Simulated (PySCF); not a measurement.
Which determinant of ZnSb⁺ lies lowest?

Unrestricted PBE0; basis Zn def2-SVP, Sb def2-SVP with ECP28; scalar-relativistic core potentials; PySCF 2.14. Outer shells of the fragments: Zn 3d10 4s2; Sb+ 4d10 5s2 5p2.

Followed along the bond (rough minima from three points):

```
2Ms+1  unpaired  ⟨S²⟩ at the start  R at minimum (Å)  Te (eV)
    3      π ↑↑               2.03              2.62     0.00
    1      π ↑↓               1.01              2.61     0.35
    1      none               0.00              2.58     1.30
    3  σ ↑, π ↑               2.01  none in the scan   ≤ 1.47
```

Solutions found at the starting distance of 2.655 Å, counted from the lowest of them; the search is not exhaustive and high or unbound solutions are not listed, so other states can lie among these:

```json
{"2Ms+1": "3", "unpaired": "π ↑↑", "term": "³Σ⁻", "E (eV)": "0.00", "⟨S²⟩": "2.03", "⟨Lz²⟩": "0.00", "μ (D)": "-4.24"}
{"2Ms+1": "1", "unpaired": "π ↑↓", "term": "mixed", "E (eV)": "0.35", "⟨S²⟩": "1.01", "⟨Lz²⟩": "2.01", "μ (D)": "-4.26"}
{"2Ms+1": "1", "unpaired": "none", "term": "mixed", "E (eV)": "1.31", "⟨S²⟩": "0.00", "⟨Lz²⟩": "2.00", "μ (D)": "-4.23"}
{"2Ms+1": "3", "unpaired": "σ ↑, π ↑", "term": "³Π", "E (eV)": "1.61", "⟨S²⟩": "2.01", "⟨Lz²⟩": "1.00", "μ (D)": "-0.19"}
{"2Ms+1": "1", "unpaired": "σ ↓, π ↑", "term": "mixed", "E (eV)": "1.73", "⟨S²⟩": "1.01", "⟨Lz²⟩": "1.00", "μ (D)": "-0.30"}
{"2Ms+1": "3", "unpaired": "σ ↑↑, π ↑↓", "term": "mixed", "E (eV)": "2.87", "⟨S²⟩": "3.01", "⟨Lz²⟩": "2.01", "μ (D)": "-2.44"}
```

A term symbol is given only where ⟨S²⟩ and ⟨Lz²⟩ are close to those of a pure state; real π, δ and φ orbitals otherwise mix terms. A positive dipole points towards Sb; it is taken about the centre of mass and depends on that origin.

Spin–orbit coupling is left out. Counting both spins, an empty level lies below a filled one in some of these solutions, because spin and occupation are held.
